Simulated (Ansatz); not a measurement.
`[OH][Ga]([Br])[O][SiH3]` and `[OH][Ga]([OH])[O][SiH3]` differ in one atom or group.

Ansatz, PBE0-D4/def2-TZVP geometries, multiplicity 1. Each molecule was computed in one conformer, which needn't be the lowest.

Scalar relativity is left out up to krypton. Spin–orbit coupling is left out; it splits and shifts lone-pair levels of the heavy atoms by tenths of an eV.

| property | `[OH][Ga]([Br])[O][SiH3]` |
| --- | --- |
| HOMO energy (ωB97M-V/def2-TZVPP) / eV | -11.06 |
| size of the dipole moment (PBE/def2-TZVPP) / D | 1.20 |
| size of the dipole moment (ωB97M-V/def2-TZVPP) / D | 1.24 |
| HOMO energy (B3LYP/def2-TZVPP) / eV | -8.53 |
| HOMO–LUMO gap (B3LYP/def2-TZVPP) / eV | 6.70 |
| LUMO energy (PBE/def2-TZVPP) / eV | -2.43 |

Question: Give the same properties after the change, and the shifts. (An estimate is asked.)

Answer: Ansatz gave: 
```
                                          property  `[OH][Ga]([OH])[O][SiH3]`  shift
             HOMO energy (ωB97M-V/def2-TZVPP) / eV                     -10.99   0.07
    size of the dipole moment (PBE/def2-TZVPP) / D                       1.22   0.02
size of the dipole moment (ωB97M-V/def2-TZVPP) / D                       1.19  -0.05
               HOMO energy (B3LYP/def2-TZVPP) / eV                      -8.46   0.07
             HOMO–LUMO gap (B3LYP/def2-TZVPP) / eV                       6.97   0.27
                 LUMO energy (PBE/def2-TZVPP) / eV                      -2.09   0.34
```

With PBE0 the HOMO rises by 0.12 eV and the LUMO rises by 0.36 eV, so the gap widens by about 0.24 eV. PBE moves the HOMO by 0.18 eV and ωB97M-V by 0.07 eV. Dipoles are sizes alone; their direction can turn.

B3LYP here is the variant with VWN-RPA as its local correlation; programs differ in this.
